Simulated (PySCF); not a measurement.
Sr¹⁶⁺ (strontium, charge +16) across methods

[Ar] 3d4, high-spin 5D determinant. Computed with PySCF 2.14 in an even-tempered Gaussian basis (17 s from 1.4 bohr⁻², ratio 2.5; 11 p from 1.8 bohr⁻², ratio 2.5; 8 d from 1.8 bohr⁻², ratio 2.5; 4 f from 7.2 bohr⁻², ratio 2.7; 4 g from 11 bohr⁻², ratio 2.7), with the non-relativistic Hamiltonian (point nucleus).

```csv
method,E (hartree),mean ε 3p α (eV),mean ε 3p β (eV),mean ε 3d α (eV),Σ⟨r²⟩ (bohr²),⟨S²⟩
LDA,-3002.06,-703.26,-693.79,-590.01,3.044,6.000
r2SCAN,-3006.16,-708.43,-696.04,-592.52,3.038,6.000
B97-3,-3005.96,-713.81,-700.91,-598.10,3.038,6.000
UHF,-3005.14023,-740.07,-716.79,-618.20,3.038,6.001
PBE0,-3005.86,-713.23,-700.29,-597.48,3.040,6.000
MN15,-3007.04,-705.89,-701.47,-594.10,3.042,6.000
PBE,-3005.75,-703.77,-694.04,-590.09,3.041,6.000
```

A non-relativistic calculation at this Z misses sizeable relativistic shifts. Spin-orbit coupling, absent here, splits the open shell strongly.
